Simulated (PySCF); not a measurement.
Be(OH)(SH) (BeH2OS), SMILES [OH][Be][SH]. The structure is a stationary point at PBE0-D3(BJ)/def2-TZVP. The values are those of a single conformer.

Give the equilibrium geometry at PBE0-D3(BJ)/def2-TZVP (PySCF confirms it by a frequency run) as a Z-matrix. (The exact figures need the calculation; the answer reports its results.)

One answer among several that fit: 
```
Be
O 1 1.4130
H 2 0.9520 1 129.63
S 1 1.9137 3 162.21 2 177.02
H 4 1.3450 1 92.04 3 94.92
```
